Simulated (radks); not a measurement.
Values are calculated unless marked as measured or tabulated.
Dynamic dipole polarisability and lines of the boron ion B3+, [He]. Code: a radial shooting solver on a logarithmic mesh with Libxc functionals. Model: non-relativistic Kohn-Sham, PBE, spin-unpolarised, spherical densities, point nucleus. Time-dependent linear response with the Hartree and adiabatic LDA kernel, continuum included through the Sternheimer equations. Lines are the poles of the dipole polarisability below minus the highest occupied eigenvalue, found on a grid refined at the orbital gaps; the lowest seven at most are given, and weak or close lines can be missed. The first line takes the name of the lowest orbital gap if no other gap lies below it; otherwise a line is named after a gap within 0.6 % of it, if that gap stands alone.

photon energy (eV)  alpha (bohr^3)
0                          0.02052
11.392                     0.02057
34.177                     0.02101
56.962                     0.02195
79.746                     0.02355
102.53                     0.02616
125.32                     0.03058
148.10                     0.03907
170.88                     0.06175
193.67                      0.8224
216.45                       6.882

Lines (eV, oscillator strength): 194.86 (6.363 nm, 1s-2p), f = 0.498; 216.48 (5.727 nm, 1s-3p), f = 0.0958; 223.18 (5.555 nm, 1s-4p), f = 0.0365. Higher lines, where found, are left out when the end of the mesh affects them. Those listed give 57 % of the static polarisability (sum of f/w^2). Orbital energy gaps for comparison: 1s-2p 194.47 eV; 1s-3p 216.32 eV; 1s-4p 223.11 eV.
